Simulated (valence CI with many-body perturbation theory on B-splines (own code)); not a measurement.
## Questions on Ni23+

Computed by configuration interaction combined with many-body perturbation theory (CI+MBPT): three valence electrons over a frozen Dirac-Fock core [He], radial functions for each j: 11 s, 11 p, 9 d, 7 f, 5 g, 2 h, 1 i, with the one-electron correlation potential Σ1 (screened to all orders), the two-electron term Σ2, the three-electron term Σ3, Breit, model QED; selected single and double excitations, second order for the rest (own B-spline code, finite nucleus).

No measured levels were compared; by estimate levels of excited configurations hold to 0.05 to 0.15 % of their energy, terms of the ground configuration to about 0.5 %.

Names give the largest LS component (configuration and term), which can be under half, so a name can repeat, a term be missing and a line seem to break the LS rules; names also repeat where a configuration has a term twice.

Rates and lifetimes use the calculated energies. Strong lines usually hold to 10 to 20 %, long lifetimes can be off by a factor of two.

Q: What is the ground level?

A: 2s2 2p 2P°_1/2, composition 98 % 2s2 2p 2P°, g = 0.660.

Q: How is the term 2P° of the ground level split?

A: J = 1/2 at 0.00, J = 3/2 at 163.94 × 10³ cm⁻¹.

Q: What are the static dipole polarisabilities of the lowest levels?

A: 2s2 2p 2P°_1/2 0.00976; 2s2 2p 2P°_3/2 0.00992 (tensor 0.00092) bohr³, of which the core gives 1.48e-05.

Q: Among levels below 11153 × 10³ cm⁻¹, which E1 lines absorb most strongly from the ground level?

A: to 2s2 3d 2D_3/2 at 0.9963 nm, f = 0.677; to 2s 2p 3p 2D_3/2 at 0.9687 nm, f = 0.219; to 2s 2p 3p 2P_1/2 at 0.9729 nm, f = 0.140.

Q: How well does LS coupling describe the low levels?

A: Among the lowest 20 levels the leading LS term, summed over configurations, holds 91 % on average. For single configurations the figures are 89 % in LS and 84 % in jj coupling. Terms mix most in the J = 1/2 level at 1130.1 × 10³ cm⁻¹, where the leading one holds 64 %.

Q: What is the ionisation energy?

A: 2130.9 eV; NIST lists 2130.5 ± 0.9 eV (semi-empirical).

Q: Where does the other parity begin?

A: At 2s 2p2 4P_1/2, 457.31 × 10³ cm⁻¹.
